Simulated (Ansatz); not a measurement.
Basis-set extrapolation for `C=NB[SiH3]` (PBE0-D4/def2-TZVP geometry, frozen core, Ansatz). Multiplicity 1, RHF reference.

|  | def2-TZVPP | def2-QZVPP |
| --- | --- | --- |
| HF | -409.467869 | -409.482368 |
| MP2 correlation | -0.590204 | -0.629722 |
| CCSD(T) correlation | -0.664307 | not run |

Energies in hartree. Use E(X) = E(∞) + A·exp(−7.88·√X) for Hartree–Fock and E(X) = E(∞) + B·X^(−2.97) for correlation, with X = 3 and 4, and add CCSD(T) minus MP2 of the smaller set to the MP2 limit.

Task: What is the CCSD(T) energy at the basis-set limit?

Result: HF limit: -409.482368 + (-0.014499) × 0.13774 = -409.48437. MP2 limit: -0.629722 + (-0.039518) × 0.74074 = -0.65899. Higher-order term: -0.664307 − (-0.590204) = -0.07410. Total: -410.21746 hartree, 2.32 eV below CCSD(T)/def2-TZVPP.
